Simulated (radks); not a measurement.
The lanthanum ion La4+, configuration [Kr] 4d10 5s2 5p4.75 6p0.25 (fractional occupations, a model configuration).

All-electron calculation, Dirac Kohn-Sham, PBE, spin-unpolarised, spherical densities, finite nucleus; open shells are shared between the two j in proportion to 2j + 1; Fermi nuclear charge, rms radius 4.855 fm. Program: a radial shooting solver on a logarithmic mesh with Libxc functionals.

Energy parts (eV):
total: -231123.59
kinetic: 247326.87
electron-nucleus: -560209.86
Hartree: 87274.06
exchange-correlation: -5514.65

Orbitals (lengths in bohr, moments of r in powers of bohr; <r^-3> diverges for s and p1/2):
| orbital | occ. | eigenvalue (eV) | <r^-3> | <r^2> | small-component weight |
|---|---|---|---|---|---|
| 1s1/2 | 2 | -38755.90 | - | 0.0008538 | 4.44e-02 |
| 2s1/2 | 2 | -6200.957 | - | 0.01356 | 9.62e-03 |
| 2p1/2 | 2 | -5850.665 | - | 0.009960 | 9.65e-03 |
| 2p3/2 | 4 | -5437.535 | 6682 | 0.01123 | 9.09e-03 |
| 3s1/2 | 2 | -1357.713 | - | 0.09283 | 2.93e-03 |
| 3p1/2 | 2 | -1209.989 | - | 0.08767 | 2.87e-03 |
| 3p3/2 | 4 | -1129.457 | 1336 | 0.09530 | 2.71e-03 |
| 3d3/2 | 4 | -870.6693 | 218.0 | 0.07843 | 2.59e-03 |
| 3d5/2 | 6 | -853.4393 | 199.0 | 0.08061 | 2.55e-03 |
| 4s1/2 | 2 | -305.6208 | - | 0.4822 | 8.97e-04 |
| 4p1/2 | 2 | -251.2249 | - | 0.5165 | 8.32e-04 |
| 4p3/2 | 4 | -234.0617 | 285.8 | 0.5581 | 7.83e-04 |
| 4d3/2 | 4 | -144.8222 | 38.58 | 0.6690 | 6.43e-04 |
| 4d5/2 | 6 | -141.8330 | 34.91 | 0.6856 | 6.30e-04 |
| 5s1/2 | 2 | -75.7931 | - | 2.549 | 2.15e-04 |
| 5p1/2 | 1.58333 | -60.1891 | - | 3.079 | 1.80e-04 |
| 5p3/2 | 3.16667 | -57.3076 | 48.09 | 3.311 | 1.69e-04 |
| 6p1/2 | 0.0833333 | -24.5910 | - | 13.98 | 5.29e-05 |
| 6p3/2 | 0.166667 | -23.8824 | 11.96 | 14.76 | 5.07e-05 |

The highest occupied level is 6p3/2 at -23.882 eV. Summed over all electrons, <r^2> = 36.74 bohr^2, which gives a Langevin (diamagnetic) susceptibility term of -29.1 x 10^-6 cm^3/mol.
